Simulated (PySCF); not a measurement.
3-fluoro-3-methylbut-1-yne (C5H7F), SMILES C#CC(C)(C)F. Atoms are numbered in the order given.

```xyz
13

C      2.3773    -0.0817     0.0000
C      1.1659    -0.0186     0.0000
C     -0.3064     0.0229     0.0000
C     -0.8734    -0.6044    -1.2739
C     -0.8734    -0.6044     1.2739
F     -0.7000     1.3744     0.0000
H      3.4499    -0.1266     0.0000
H     -0.4806    -0.0782    -2.1549
H     -0.5947    -1.6662    -1.3395
H     -1.9700    -0.5182    -1.2631
H     -1.9700    -0.5182     1.2631
H     -0.5947    -1.6662     1.3395
H     -0.4806    -0.0782     2.1549
```

Geometry optimised at TPSSh-D3(BJ)/def2-SVP.

Calculation: PBE/def2-TZVP (PySCF).

The molecule is in vacuum.

Problem. Estimate the frontier levels, gap, dipole moment and polarisability. (The exact figures need the calculation; the answer reports its results.)

Solution. 
The highest occupied level comes out as -6.78 eV. The lowest empty level comes out as -0.70 eV and the orbital gap is 6.07 eV. The dipole moment is 1.81 D, the quadrupole, principal values (traceless, Buckingham form, about the centre of nuclear charge) is -5.65, -0.69, 6.34 D·Å and the mean static polarisability is 60.5 bohr³ (8.97 Å³). The polarisability, principal values comes out as 49.1, 54.6, 77.9 bohr³.
